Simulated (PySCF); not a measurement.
# Electron correlation in P (phosphorus, neutral)

[Ne] 3s2 3p3, high-spin 4S determinant. Calculation: PySCF 2.14, in Sapporo-DZP-2012; the spin-free X2C one-electron Hamiltonian (Gaussian nucleus). Frozen: [Ne]; 5 electrons correlated.

MP2 pair energies summed by pair of shells (mhartree):

```csv
pair,energy,share (%)
3s-3p,-42.51,63.7
3p-3p,-16.14,24.2
3s-3s,-8.11,12.2
```

Total MP2 correlation energy: -66.76 mhartree.

Same-spin part -18.81 and opposite-spin part -47.95 mhartree; SCS-MP2 scales them by 1/3 and 6/5 to -63.81 mhartree.

```
  level  correlation energy (mhartree)
   CCSD                         -86.38
    (T)                          -1.23
CCSD(T)                         -87.61
```

Diagnostics: T1 = 0.0023, D1 = 0.0052, largest double amplitude 0.066.

Question: Is a single reference adequate?

Answer: Yes: T1 lies below 0.03 and no double amplitude reaches 0.07.
